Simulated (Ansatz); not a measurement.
Start from `F[SiH2]O[SiH2]F` and change one atom or group to get `F[SiH2]O[SiH2]Cl`.

Ansatz, PBE0-D4/def2-TZVP geometries, multiplicity 1. Each molecule was computed in one conformer, which needn't be the lowest.

```tsv
property	`F[SiH2]O[SiH2]F`
LUMO energy (PBE0/def2-TZVPP) / eV	0.36
HOMO–LUMO gap (PBE0/def2-TZVPP) / eV	9.76
LUMO energy (ωB97M-V/def2-TZVPP) / eV	2.06
HOMO–LUMO gap (B3LYP/def2-TZVPP) / eV	9.33
HOMO–LUMO gap (PBE/def2-TZVPP) / eV	7.40
size of the dipole moment (B3LYP/def2-TZVPP) / D	1.43
```

**Question.** Give the same properties after the change, and the shifts. (Estimate.)

**Answer.** Ansatz gave: 
| property | `F[SiH2]O[SiH2]Cl` | shift |
| --- | --- | --- |
| LUMO energy (PBE0/def2-TZVPP) / eV | 0.16 | -0.20 |
| HOMO–LUMO gap (PBE0/def2-TZVPP) / eV | 9.20 | -0.56 |
| LUMO energy (ωB97M-V/def2-TZVPP) / eV | 1.90 | -0.16 |
| HOMO–LUMO gap (B3LYP/def2-TZVPP) / eV | 8.76 | -0.57 |
| HOMO–LUMO gap (PBE/def2-TZVPP) / eV | 6.93 | -0.47 |
| size of the dipole moment (B3LYP/def2-TZVPP) / D | 1.36 | -0.07 |

With PBE0 the HOMO rises by 0.36 eV and the LUMO falls by 0.20 eV, so the gap narrows by about 0.56 eV. PBE moves the HOMO by 0.28 eV and ωB97M-V by 0.41 eV. Dipoles are sizes alone; their direction can turn.

B3LYP here is the variant with VWN-RPA as its local correlation; programs differ in this.
